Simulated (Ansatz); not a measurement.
A search over several starts for the lowest SCF solution of trans-Hf(H2O)2Cl4 (HfCl₄O₂H₄) at the given spin, in a small basis.

```yaml
crystal:
  periodic: [false, false, false]
  atoms:
    - {symbol: Cl, position_ang: [2.241498, -0.247143, 0.577302]}
    - {symbol: Cl, position_ang: [-2.418121, 0.111316, 0.617291]}
    - {symbol: Cl, position_ang: [0.067264, 2.238271, -0.660810]}
    - {symbol: Cl, position_ang: [-0.289536, -2.419335, -0.526952]}
    - {symbol: Hf, position_ang: [-0.097217, -0.077161, 0.002065]}
    - {symbol: O, position_ang: [-0.055306, 0.158709, 2.226113]}
    - {symbol: O, position_ang: [0.065698, -0.150124, -2.228242]}
    - {symbol: H, position_ang: [-0.837656, 0.434360, 2.724004]}
    - {symbol: H, position_ang: [0.768399, 0.313146, 2.709133]}
    - {symbol: H, position_ang: [0.214457, -0.983361, -2.696835]}
    - {symbol: H, position_ang: [0.340529, 0.621332, -2.743068]}
basis:
  gaussian: {orbitals: def2-SVP, initial_orbitals: start.molden}
hamiltonian: {xc: pbe, dispersion: d4}
output: {orbitals: {seedname: orbitals}}
```

The file start.molden holds the orbitals of an earlier run on this structure, at another level or in another basis.

```sh
$ ansatz run in.yaml --threads 4 --pin off --events-out ev --progress --plain --max-ram 4787MiB
```

Shortened log:

```
Functional definition: PBE
1612 factors; their error is unknown
mean field evaluation 1: about -55523.3949 eV, gradient 9.4e0 eV
mean field evaluation 2: about -55523.5503 eV, gradient 1.6e-1 eV
mean field evaluation 4: about -55523.4356 eV, gradient 3.2e-4 eV
mean field evaluation 8: about -55515.5212 eV, gradient 6.8e1 eV
mean field evaluation 16: about -55523.5465 eV, gradient 7.5e-2 eV
mean field -55523.43563329 eV, -2040.4486243871 hartree, gradient 1.2e-5 eV, S^2 0.000000; 1 other end points of the search recorded, 0 dependent functions left out
reference -55523.43571985 eV, -2040.4486275681 hartree; 50, 50 occupied and 102, 102 virtual orbitals, 1612 factors
Total energy: -55523.79573505 eV, -2040.4618578827 hartree
```

Run time 2.9 s (4 threads of Arm Neoverse V2 on a shared host).

In the def2 sets Hf takes a core potential; there is no spin–orbit coupling. No other spin state of charge 0 was run. Another isomer (singlet) lies 0.21 eV lower at PBE0-D4/def2-TZVP; other spin states weren't run for this one.
